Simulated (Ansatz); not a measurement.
Basis sets compared for Zr2Se4⁺. Charge 1, multiplicity 2. Geometry r2SCAN-D4/def2-SVP. Ansatz on 4 threads of Intel Xeon on a shared host; times are rough, and most runs start from earlier orbitals.

```xyz
6

Zr    0.695    0.382    1.707
Zr    0.585   -0.955   -1.513
Se   -1.364    1.520    1.893
Se    1.578    1.164   -0.538
Se    0.015   -1.878    0.779
Se   -1.509   -0.233   -2.329
```

In the def2 sets Zr takes a core potential; there is no spin–orbit coupling. Another isomer (doublet) lies 0.19 eV lower at PBE0-D4/def2-TZVP; other spin states weren't run for this one.

| level | functions | energy (Eh) | HOMO (eV) | LUMO (eV) | wall time |
| --- | --- | --- | --- | --- | --- |
| PBE-D4/def2-SVP | 190 | -9697.7678 | -9.81 | -9.35 | 7 s |
| PBE0-D4/def2-SVP | 190 | -9697.9945 | -10.71 | -8.90 | 14 s |

Task: Estimate the rows for PBE-D4/def2-TZVP (with forces), PBE0-D4/def2-TZVP.

Result: 
```json
{"level": "PBE-D4/def2-TZVP (with forces)", "functions": "272", "energy (Eh)": "-9698.9631", "HOMO (eV)": "-9.77", "LUMO (eV)": "-9.29", "wall time": "13 s"}
{"level": "PBE0-D4/def2-TZVP", "functions": "272", "energy (Eh)": "-9699.1911", "HOMO (eV)": "-10.65", "LUMO (eV)": "-8.81", "wall time": "25 s"}
```
